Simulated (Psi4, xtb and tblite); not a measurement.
Two geometries of triphenylborane, SMILES c1(B(c2ccccc2)c2ccccc2)ccccc1 (C18H15B), relaxed at GFN2-xTB with one dihedral held; other torsions can differ between them too.

Structure A

```
34

C     -3.6190    -2.3376     0.4755
C     -2.5309    -2.8000    -0.2462
C     -1.3926    -2.0240    -0.3584
C     -1.3158    -0.7525     0.2176
B     -0.0155     0.1000     0.0557
C      1.3421    -0.6367     0.2983
C      2.3743    -0.6180    -0.6445
C      3.5539    -1.3095    -0.4370
C      3.7430    -2.0260     0.7328
C      2.7350    -2.0618     1.6822
C      1.5487    -1.3886     1.4585
C     -0.0605     1.5709    -0.4577
C     -1.2678     2.1961    -0.7975
C     -1.3150     3.5205    -1.1890
C     -0.1523     4.2721    -1.2390
C      1.0544     3.6877    -0.8902
C      1.0952     2.3633    -0.4981
C     -2.4259    -0.3109     0.9437
C     -3.5584    -1.0930     1.0794
H     -4.5062    -2.9466     0.5725
H     -2.5676    -3.7740    -0.7133
H     -0.5447    -2.3981    -0.9153
H      2.2348    -0.0722    -1.5676
H      4.3315    -1.2862    -1.1877
H      4.6681    -2.5585     0.9009
H      2.8725    -2.6253     2.5943
H      0.7636    -1.4310     2.2009
H     -2.1807     1.6184    -0.7811
H     -2.2608     3.9725    -1.4527
H     -0.1869     5.3083    -1.5437
H      1.9638     4.2713    -0.9174
H      2.0406     1.9291    -0.2066
H     -2.3866     0.6538     1.4313
H     -4.3988    -0.7301     1.6545
```

Structure B

```
34

C      3.7210    -2.3259    -0.0425
C      2.6547    -2.7731     0.7205
C      1.4763    -2.0514     0.7545
C      1.3309    -0.8559     0.0410
B      0.0103    -0.0305     0.0719
C     -1.3802    -0.7132     0.2345
C     -1.6226    -2.0193    -0.2067
C     -2.8658    -2.6079    -0.0696
C     -3.9025    -1.9101     0.5283
C     -3.6906    -0.6146     0.9721
C     -2.4516    -0.0236     0.8148
C      0.0796     1.5242    -0.1179
C     -0.2088     2.1071    -1.3523
C     -0.1223     3.4748    -1.5402
C      0.2489     4.2984    -0.4912
C      0.5390     3.7415     0.7426
C      0.4636     2.3719     0.9212
C      2.4321    -0.4153    -0.7026
C      3.6050    -1.1438    -0.7562
H      4.6400    -2.8932    -0.0767
H      2.7435    -3.6897     1.2865
H      0.6534    -2.4057     1.3595
H     -0.8234    -2.5703    -0.6823
H     -3.0287    -3.6154    -0.4258
H     -4.8727    -2.3718     0.6431
H     -4.4979    -0.0639     1.4338
H     -2.2961     0.9903     1.1564
H     -0.5054     1.4729    -2.1768
H     -0.3478     3.9002    -2.5081
H      0.3127     5.3674    -0.6347
H      0.8312     4.3766     1.5672
H      0.6996     1.9464     1.8873
H      2.3519     0.5098    -1.2561
H      4.4361    -0.7875    -1.3480
```

Question: Which is lower in energy at the level Psi4 1.11 with B3LYP-D3(BJ)/def2-SVP // GFN2-xTB, and by how much?

Answer: A is lower, by 3.58 kJ/mol (dihedral C4–B5–C12–C13: 0° in A, 100° in B).

E(B) − E(A) in kJ/mol at the other levels, on the same two geometries: GFN2-xTB (xtb and tblite) 0.10; B3LYP/def2-SVP // GFN2-xTB (Psi4) 2.06; PBE/def2-SVP // GFN2-xTB (Psi4) 2.97; PBE-D3(BJ)/def2-SVP // GFN2-xTB (Psi4) 3.82.
